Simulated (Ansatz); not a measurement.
Relaxation of AlF3GeH4O (10 atoms, charge 0, multiplicity 1), to a largest force component of 0.03 eV/Å in at most 50 steps.

Level of theory: RKS PBE-D4/def2-SVP in Ansatz 0.2.0.

```xyz
10
Properties=species:S:1:pos:R:3
Ge 0.072 0.196 -0.064
H -0.023 -0.132 1.442
F 1.534 -0.310 -0.837
F -0.218 1.816 -0.572
F -1.168 -0.789 -0.935
O -2.466 -0.071 1.422
Al -2.982 -1.071 0.053
H -2.913 -2.666 0.218
H -4.000 -0.318 -0.924
H -1.779 -0.394 2.056
```

Where does it end, and by what steps?

It converged. The force dipped under the threshold on the way, but the program's further checks kept it going. After 38 steps the energy has fallen by 1.186 eV; F4 moved furthest, 1.88 Å. Joined: Ge1–O6 (2.95 → 1.88 Å).

| step | energy less start (eV) | largest force component (eV/Å) | accepted |
| --- | --- | --- | --- |
| 0 | 0.0000 | 0.974 | yes |
| 2 | -0.2178 | 2.172 | yes |
| 4 | -0.5606 | 0.633 | yes |
| 6 | -0.5670 | 1.470 | no |
| 8 | -0.7423 | 0.268 | yes |
| 10 | -0.7503 | 0.218 | yes |
| 12 | -0.7540 | 0.056 | yes |
| 14 | -0.7531 | 0.158 | no |
| 16 | -0.7544 | 0.298 | no |
| 18 | -0.7555 | 0.224 | yes |
| 20 | -0.7585 | 0.290 | yes |
| 22 | -0.7641 | 0.223 | yes |
| 24 | -0.7782 | 0.770 | yes |
| 26 | -0.8351 | 0.210 | yes |
| 28 | -0.8720 | 0.617 | yes |
| 30 | -0.9237 | 0.408 | yes |
| 32 | -1.0087 | 0.979 | yes |
| 34 | -1.1682 | 0.547 | yes |
| 36 | -1.1762 | 0.334 | yes |
| 38 | -1.1856 | 0.019 | yes |

```xyz
10
Properties=species:S:1:pos:R:3
Ge -0.134 0.100 0.345
H 0.843 -0.904 0.953
F 0.102 0.690 -1.270
F 0.104 1.589 1.261
F -1.011 -1.623 -0.575
O -1.960 0.090 0.776
Al -2.754 -1.367 -0.208
H -3.289 -2.455 0.826
H -3.577 -0.780 -1.439
H -2.266 0.921 1.187
```

Whether the end is a true minimum wasn't checked by a vibrational analysis.

Run time: 55 s on 4 threads of Arm Neoverse V2 (shared host), peak memory 0.19 GiB.
